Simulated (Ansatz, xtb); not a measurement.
Relative energy of two isomers of C4H6BClO2

Structure X: `ClCC1=COBOC1`, a singlet. Structure Y: `C=C(C=O)B(Cl)OC`, a singlet. Both are isolated molecules in the gas phase, relaxed with PBE-D3(BJ)/def2-SVP; the shapes shown needn't be the lowest conformers.

X (Å):

```yaml
atoms:
  - { symbol: C, position_ang: [1.2918, -1.9396, -1.7887] }
  - { symbol: C, position_ang: [0.6528, -1.1421, -0.7095] }
  - { symbol: C, position_ang: [-0.5117, -1.5291, -0.1436] }
  - { symbol: C, position_ang: [1.3432, 0.1129, -0.2379] }
  - { symbol: B, position_ang: [-0.5665, 0.3633, 1.2688] }
  - { symbol: Cl, position_ang: [2.9136, -2.6164, -1.2674] }
  - { symbol: O, position_ang: [-1.1519, -0.8213, 0.8357] }
  - { symbol: O, position_ang: [0.6068, 0.8200, 0.7652] }
  - { symbol: H, position_ang: [1.5134, -1.3256, -2.6851] }
  - { symbol: H, position_ang: [0.6662, -2.8011, -2.0887] }
  - { symbol: H, position_ang: [-1.0479, -2.4460, -0.4368] }
  - { symbol: H, position_ang: [-1.1369, 1.0024, 2.1230] }
  - { symbol: H, position_ang: [2.3464, -0.1415, 0.1729] }
  - { symbol: H, position_ang: [1.5201, 0.8073, -1.0924] }
```

Y (Å):

```yaml
atoms:
  - { symbol: C, position_ang: [2.7513, 1.1019, 0.2464] }
  - { symbol: C, position_ang: [1.4003, 0.9648, 0.2722] }
  - { symbol: C, position_ang: [0.5839, 2.2216, 0.3979] }
  - { symbol: C, position_ang: [1.1322, -2.8968, -0.0333] }
  - { symbol: B, position_ang: [0.7432, -0.4547, 0.1733] }
  - { symbol: Cl, position_ang: [-1.0422, -0.6276, 0.2029] }
  - { symbol: O, position_ang: [1.0583, 3.3427, 0.4770] }
  - { symbol: O, position_ang: [1.5410, -1.5403, 0.0662] }
  - { symbol: H, position_ang: [3.1973, 2.1099, 0.3169] }
  - { symbol: H, position_ang: [3.4172, 0.2295, 0.1566] }
  - { symbol: H, position_ang: [-0.5323, 2.0638, 0.4155] }
  - { symbol: H, position_ang: [1.5550, -3.4609, 0.8227] }
  - { symbol: H, position_ang: [1.5406, -3.3238, -0.9715] }
  - { symbol: H, position_ang: [0.0281, -2.9967, -0.0316] }
```

Quicker runs give these differences E(Y) − E(X): GFN2-xTB +38.7 kcal/mol; HF/STO-3G +34.4 kcal/mol (at GFN2-xTB geometries); r2SCAN-D4/def2-SVP +3.8 kcal/mol (at GFN2-xTB geometries).

Task: Estimate E(Y) − E(X) at the level CCSD(T)/def2-SVP + ΔMP2/def2-TZVPP.

Result: Not settled: CCSD(T)/def2-SVP + ΔMP2/def2-TZVPP gives E(Y) − E(X) = +4.5 kcal/mol, but this leans on the basis-set step: CCSD(T) alone gives +0.4 kcal/mol.

How the difference moves with the method:

| level | geometry | E(Y) − E(X) (kcal/mol) | departure from the last row (kcal/mol) | job, with rough time for the two |
| --- | --- | --- | --- | --- |
| GFN2-xTB | GFN2-xTB | +38.7 | +34.2 | optimisation, 0.31 s |
| HF/STO-3G | GFN2-xTB | +34.4 | +29.9 | single point, 0.38 s |
| r2SCAN-D4/def2-SVP | GFN2-xTB | +3.8 | −0.7 | single point, 3.9 s |
| PBE-D3(BJ)/def2-SVP | PBE-D3(BJ)/def2-SVP | +3.9 | −0.7 | optimisation, 46 s |
| HF/def2-SVP | PBE-D3(BJ)/def2-SVP | −0.4 | −4.9 | part of the CCSD(T) run |
| MP2/def2-SVP | PBE-D3(BJ)/def2-SVP | +1.2 | −3.3 | part of the CCSD(T) run |
| CCSD(T)/def2-SVP | PBE-D3(BJ)/def2-SVP | +0.4 | −4.2 | single point |
| CCSD(T)/def2-SVP + ΔMP2/def2-TZVPP | PBE-D3(BJ)/def2-SVP | +4.5 |  | single point, 90 s |

As drawn, Y has 1 C=O, 1 C–B, 1 B–Cl, 1 C–H in place of 1 C–Cl, 1 C–C, 1 C–O, 1 B–O, 1 B–H. Structure X has a 6-membered ring, Y no ring.

HF/def2-SVP, CCSD(T)/def2-SVP find them nearly level. The largest departure from CCSD(T)/def2-SVP + ΔMP2/def2-TZVPP is that of GFN2-xTB, 34.2 kcal/mol. The last row adds to CCSD(T) the change of the MP2 difference between the two basis sets, here +4.2 kcal/mol, a large step that makes the value less sure.

With thermal terms from frequencies at re-optimised GFN2-xTB minima (ideal gas, soft modes damped towards free rotors, one conformer each, 298.15 K, 1 atm): the zero-point term adds −1.8 kcal/mol; ΔH is +4.0 and ΔG +0.9 kcal/mol.

The correlated steps freeze 12 core orbitals. Run with Ansatz 0.2.0, xtb 6.7.1; the last row on 4 threads of Arm Neoverse V2 on a shared host.
